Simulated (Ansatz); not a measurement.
Al$_{2}$ (SMILES [Al][Al]), triplet, at a GFN2-xTB geometry (such geometries of metal compounds can be far from the true shape). Base run: CCSD/6-31G* (Ansatz, an electronic-structure program).

Input for Ansatz:
Ansatz 0.2 input:
```yaml
crystal:
  periodic: [false, false, false]
  atoms:
    - {symbol: Al, position_ang: [-0.00000000, -0.00000000, -1.25283008]}
    - {symbol: Al, position_ang: [0.00000000, 0.00000000, 1.25283008]}
basis:
  gaussian:
    orbitals: 6-31G*
magnetization: {spin_polarized: true, initial_magnetization: 2}
correlation: {method: ccsd}
```

Each row names what was changed in the base input (with any setting that the change needs).

```csv
change,ΔE vs base (kcal/mol),MP2 correlation (Eh),CC correlation without the perturbative part (Eh),basis functions,core-seconds (rough)
base,0.000,-0.07607,-0.10482,38,8
lower_state_search = off,0.74,-0.08718,-0.11263,38,0.8
electrons = all,-11.26,-0.09481,-0.12277,38,20
reference functional = pbe0,2.90,-,-0.11621,38,10
method = rpa,-1.38,-,-,38,2
method = ccsd_t,-3.55,-0.08718,-0.11263,38,7
accuracy = high,0.000,-0.07608,-0.10482,38,10
method = bccd,0.157,-0.07607,-0.10457,38,8
method = mp2,18.04,-0.07607,-,38,2
electrons = outside_noble_gas,0.000,-0.07607,-0.10482,38,7
```

Ansatz warned in this series: the method lies far from an estimate of full CI.
